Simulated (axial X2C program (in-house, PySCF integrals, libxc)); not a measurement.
**Working with the constants of InCl**

A bond curve at the PBE0 level, 2c, was computed with an axial X2C code built on PySCF integrals (basis In dyall-cv3z [11s12p9d4f1g], Cl dyall-av3z [9s8p3d2f] (cores contracted in-house)) for the state Ω = 0 (closed shell). Its fit gives Re = 2.4182 Å, ωe = 309.8 cm⁻¹, ωexe = 1.01 cm⁻¹ and αe = 5.132e-04 cm⁻¹; the masses are 114.9039 and 34.9689 u. Two-component means X2C with spin–orbit coupling and atomic mean-field Coulomb and Gaunt terms.

Task: Find the reduced mass, Be and the force constant.

Result: From the PBE0 values: μ = 26.8098 u. Be = 16.8576/(μ Re²) = 0.1075 cm⁻¹. k = 5.8918×10⁻⁷ μ ωe² = 1.52 mdyn/Å.

Task: Estimate the centrifugal constant by the Kratzer relation.

Result: D = 4Be³/ωe² = 5.18e-08 cm⁻¹.

Task: Give B0, the J = 1←0 line in GHz and the most populated J at 300 K (kT = 208.5 cm⁻¹).

Result: B0 = Be − αe/2 = 0.1073 cm⁻¹; 2B0 = 6.432 GHz; J(max) ≈ √(kT/2B0) − 1/2 = 30.7, so J = 31.

Task: A Morse curve ties αe to the other constants (Pekeris). How well does that hold?

Result: αe(Morse) = 6Be²/ωe × (√(ωexe/Be) − 1) = 4.624e-04 cm⁻¹; the PBE0 curve gives 5.132e-04 cm⁻¹, a ratio of 0.90.

Task: The dipole moment p changes by 7.24 D/Å at Re. What harmonic infrared intensity follows?

Result: I = 42.256 × (dp/dR)²/μ = 83 km/mol.

One determinant describes the state; a PBE0 search over occupations chose it and may have missed a lower one.
